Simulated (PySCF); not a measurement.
**Two-component Hartree-Fock for In (indium, neutral)**

Start: [Kr] 4d10 5s2 6s1; 6s1/2 filled at m_j = +1/2. Calculated with PySCF 2.14 in x2c-TZVPall-2c with one added diffuse shell each of s, p, d, f type (9s10p6d3f, 90 functions): generalised Hartree-Fock with the X2C-1e Hamiltonian and a Gaussian nucleus; one run each with spin-orbit coupling (SO) switched off, then screened by Boettger's factors. This is a chosen level, not necessarily the ground level.

| spinor shell | electrons | ε, spin-free (eV) | ε, screened SO (eV) | weight of nominal j (screened SO) | rms radius, screened SO (bohr) |
| --- | --- | --- | --- | --- | --- |
| 1s1/2 | 2 | -28084.6 | -28082.2 | 1.000 | 0.0340 |
| 2s1/2 | 2 | -4298.5 | -4297.8 | 1.000 | 0.139 |
| 2p1/2 | 2 | -3851.4 | -3997.5 | 1.000 | 0.120 |
| 2p3/2 | 4 | -3851.4 | -3784.5 | 1.000 | 0.125 |
| 3s1/2 | 2 | -857.14 | -856.97 | 1.000 | 0.371 |
| 3p1/2 | 2 | -707.06 | -734.34 | 1.000 | 0.365 |
| 3p3/2 | 4 | -707.06 | -694.52 | 1.000 | 0.376 |
| 3d3/2 | 4 | -474.75 | -479.44 | 1.000 | 0.350 |
| 3d5/2 | 6 | -474.75 | -471.47 | 1.000 | 0.353 |
| 4s1/2 | 2 | -147.35 | -147.33 | 1.000 | 0.907 |
| 4p1/2 | 2 | -100.28 | -105.10 | 1.000 | 0.971 |
| 4p3/2 | 4 | -100.28 | -98.079 | 1.000 | 1.00 |
| 4d3/2 | 4 | -30.497 | -31.069 | 1.000 | 1.26 |
| 5s1/2 | 2 | -13.087 | -13.090 | 1.000 | 2.76 |
| 6s1/2 | 1 | -2.339 | -2.339 | 1.000 | 7.16 |

Where does 4d5/2 lie, and what is the 4d spin-orbit splitting (screened SO)?

At -30.110 eV, 0.958 eV above 4d3/2.

```tsv
quantity	spin-free	screened SO
E (hartree)	-5877.51720	-5878.80001
M_J	1/2	1/2
⟨J²⟩	0.750	0.750
⟨L²⟩	0.000	0.017
⟨S²⟩	0.750	0.767
```

Breit and QED terms are absent; they matter most for the inner s and p1/2 levels.

Densities and radii are taken from the X2C orbitals without a picture-change correction, which distorts them close to the nucleus.

Without spin-orbit coupling the j labels of p, d and f shells carry no meaning; the spin-free column gives the mean over the occupied spinors of each nl shell.
